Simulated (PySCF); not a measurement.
C₂H₄BFO₂. Atoms are numbered in the order given.

```xyz
10

C      0.0799    -1.9722     0.0000
O     -0.8489    -0.8944     0.0000
B     -0.5528     0.4055     0.0000
F     -1.5662     1.2750     0.0000
C      0.9263     1.0741     0.0000
O      1.9686     0.4541     0.0000
H      1.1167    -1.6124     0.0000
H     -0.1045    -2.5881     0.8929
H     -0.1045    -2.5881    -0.8929
H      0.9573     2.1973     0.0000
```

Geometry: ωB97X-D3(BJ)/def2-SVP. The structure was generated by enumeration, and PubChem lists no compound with its InChIKey, so it may never have been made. One conformer was computed; it need not be the lowest.

All values below come from TDDFT-M06-2X/def2-SVPD run with PySCF 2.14.0.

Vertical excitations. The molecule is in vacuum. State labels are in the subgroup Cs.

```json
[
 {"state": "S1", "symmetry": "A\"", "energy (eV)": "2.72", "λ (nm)": "455", "f": "0.000", "main pairs": "HOMO→LUMO 94 %"},
 {"state": "S2", "symmetry": "A\"", "energy (eV)": "6.99", "λ (nm)": "177", "f": "0.000", "main pairs": "HOMO−2→LUMO 68 %"},
 {"state": "S3", "symmetry": "A'", "energy (eV)": "7.06", "λ (nm)": "176", "f": "0.002", "main pairs": "HOMO→LUMO+1 84 %"},
 {"state": "S4", "symmetry": "A'", "energy (eV)": "7.10", "λ (nm)": "175", "f": "0.091", "main pairs": "HOMO−1→LUMO 93 %"},
 {"state": "S5", "symmetry": "A\"", "energy (eV)": "7.84", "λ (nm)": "158", "f": "0.001", "main pairs": "HOMO−4→LUMO 70 %, HOMO−7→LUMO 12 %"},
 {"state": "S6", "symmetry": "A'", "energy (eV)": "8.10", "λ (nm)": "153", "f": "0.022", "main pairs": "HOMO→LUMO+3 56 %, HOMO→LUMO+2 30 %"},
 {"state": "S7", "symmetry": "A\"", "energy (eV)": "8.16", "λ (nm)": "152", "f": "0.006", "main pairs": "HOMO→LUMO+4 50 %, HOMO→LUMO+8 22 %, HOMO−2→LUMO 12 %"},
 {"state": "S8", "symmetry": "A'", "energy (eV)": "8.27", "λ (nm)": "150", "f": "0.062", "main pairs": "HOMO→LUMO+2 57 %, HOMO→LUMO+3 28 %"},
 {"state": "S9", "symmetry": "A\"", "energy (eV)": "8.75", "λ (nm)": "142", "f": "0.000", "main pairs": "HOMO−7→LUMO 57 %"},
 {"state": "S10", "symmetry": "A\"", "energy (eV)": "8.88", "λ (nm)": "140", "f": "0.002", "main pairs": "HOMO−1→LUMO+1 83 %"},
 {"state": "T1", "symmetry": "A\"", "energy (eV)": "2.25", "λ (nm)": "552", "f": "0", "main pairs": "HOMO→LUMO 93 %"},
 {"state": "T2", "symmetry": "A'", "energy (eV)": "5.64", "λ (nm)": "220", "f": "0", "main pairs": "HOMO−3→LUMO 78 %, HOMO−1→LUMO 14 %"},
 {"state": "T3", "symmetry": "A'", "energy (eV)": "6.33", "λ (nm)": "196", "f": "0", "main pairs": "HOMO−1→LUMO 73 %, HOMO−3→LUMO 13 %"},
 {"state": "T4", "symmetry": "A\"", "energy (eV)": "6.72", "λ (nm)": "184", "f": "0", "main pairs": "HOMO−2→LUMO 46 %, HOMO−4→LUMO 26 %"}
]
```
Triplets are in the Tamm–Dancoff approximation, which puts them higher than full response would, so one can lie above its singlet here.
